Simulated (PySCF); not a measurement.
Ligands exchanged one at a time, Sn OCH3-SiH3. Gas-phase values, no solvent. One relaxed conformer stands for each flexible species; it need not be the lowest. Strings in code marks are SMILES.

Quantity: redistribution energy (mixed species minus the weighted end members), in kcal/mol.

Level 1: B3LYP/6-31G* (LANL2DZ on Sn) // PBE0-D4/def2-SVP (PySCF)
Level 2: B3LYP/LANL2DZ // PBE0-D4/def2-SVP (PySCF)
Level 3: BP86/6-31G* (LANL2DZ on Sn) // PBE0-D4/def2-SVP (PySCF)
Level 4: PBE/6-31G* (LANL2DZ on Sn) // PBE0-D4/def2-SVP (PySCF)

```json
[
 {"species": "3 of 4 OCH3 replaced by SiH3: `C[O][Sn]([SiH3])([SiH3])[SiH3]` (C–O–Sn–Si torsion 61°)", "level 2": "4.84", "level 3": "3.71", "level 4": "3.66"},
 {"species": "2 of 4 OCH3 replaced by SiH3: `C[O][Sn]([SiH3])([SiH3])[O]C` (C–O–Sn–Si torsion 45°, Si–Sn–O–C torsion -179°)", "level 2": "3.43", "level 3": "1.75", "level 4": "1.58"},
 {"species": "1 of 4 OCH3 replaced by SiH3: `C[O][Sn]([SiH3])([O]C)[O]C`", "level 2": "0.98", "level 3": "0.85", "level 4": "0.50"}
]
```

What does level 1 give for each?


- 3 of 4 OCH3 replaced by SiH3: `C[O][Sn]([SiH3])([SiH3])[SiH3]` (C–O–Sn–Si torsion 61°): 4.04
- 2 of 4 OCH3 replaced by SiH3: `C[O][Sn]([SiH3])([SiH3])[O]C` (C–O–Sn–Si torsion 45°, Si–Sn–O–C torsion -179°): 2.29
- 1 of 4 OCH3 replaced by SiH3: `C[O][Sn]([SiH3])([O]C)[O]C`: 0.88
